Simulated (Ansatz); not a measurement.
Consider the formal exchange of groups at the Sb–F bond: `[F][Sb]([F])[Cl]` + SiH₄ → `[F][Sb]([SiH3])[Cl]` + H–F.

Isolated molecules relaxed with PBE0-D4/def2-TZVP in Ansatz; ΔE leaves out vibrations. CCSD(T)/CBS is the MP2 limit (def2-TZVPP, def2-QZVPP) plus CCSD(T) − MP2 in def2-TZVPP, frozen cores. This one scheme is used for every species. Functionals use def2-TZVPP. B3LYP here is the variant with VWN-RPA as its local correlation; programs differ in this. HSE06 is defined as in plane-wave codes. def2 core potentials past Kr. For Sb outer-core shells are correlated without core-valence functions, which leaves a few kJ/mol of doubt a bond.

| level | ΔE (kJ/mol) | difference from CCSD(T)/CBS |
| --- | --- | --- |
| LDA (SPW92) | 51.4 | -4.9 |
| PBE-D4 | 53.7 | -2.6 |
| revPBE-D4 | 54.5 | -1.8 |
| BLYP-D4 | 68.8 | 12.5 |
| r2SCAN-D4 | 66.5 | 10.2 |
| B97M-V | 79.2 | 22.9 |
| PBE0-D4 | 47.4 | -8.9 |
| B3LYP-D4 | 63.0 | 6.7 |
| r2SCANh-D4 | 62.3 | 6.0 |
| HSE06-D4 | 46.7 | -9.6 |
| BHLYP-D4 | 59.4 | 3.1 |
| CAM-B3LYP-D4 | 71.3 | 15.0 |
| ωB97X-V | 68.1 | 11.8 |
| ωB97M-V | 64.8 | 8.5 |
| B2PLYP | 68.8 | 12.5 |
| PBE-QIDH | 51.3 | -5.0 |
| PBE | 59.2 | 2.9 |
| revPBE | 61.1 | 4.8 |
| BLYP | 78.9 | 22.6 |
| r2SCAN | 67.8 | 11.5 |
| PBE0 | 52.4 | -3.9 |
| B3LYP | 72.0 | 15.7 |
| r2SCANh | 63.8 | 7.5 |
| r2SCAN0 | 58.4 | 2.1 |
| HSE06 | 51.7 | -4.6 |
| BHLYP | 69.7 | 13.4 |
| CAM-B3LYP | 76.9 | 20.6 |
| LC-ωPBE | 65.4 | 9.1 |
| HF/def2-SVP | 53.4 | -2.9 |
| MP2/def2-SVP | 59.9 | 3.6 |
| CCSD(T)/def2-SVP | 54.6 | -1.7 |
| HF/def2-TZVPP | 71.8 | 15.5 |
| MP2/def2-TZVPP | 55.9 | -0.4 |
| SCS-MP2/def2-TZVPP | 64.4 | 8.1 |
| CCSD/def2-TZVPP | 56.5 | 0.2 |
| MP2/def2-QZVPP | 58.5 | 2.2 |
| SCS-MP2/def2-QZVPP | 66.6 | 10.3 |
| HF/CBS(def2) | 79.2 | 22.9 |
| MP2/CBS(def2) | 56.6 | 0.3 |
| CCSD/CBS(def2) | 57.1 | 0.8 |
| CCSD(T)/CBS | 56.3 | 0 |

Largest T1 diagnostic among the species: 0.015.

In def2-TZVPP, CCSD(T) changes the Hartree–Fock value by −16.1 kJ/mol (the triples alone add −0.7 kJ/mol) and MP2 by −15.9 kJ/mol. From BLYP to BHLYP (50 % exact exchange), in def2-TZVPP and without D4, ΔE moves by −9.2 kJ/mol. Leaving LDA and LC-ωPBE aside and taking each functional with its dispersion term where it has one, the values spread over 32.5 kJ/mol, from HSE06-D4 to B97M-V. LDA lies −7.8 kJ/mol from PBE without D4.
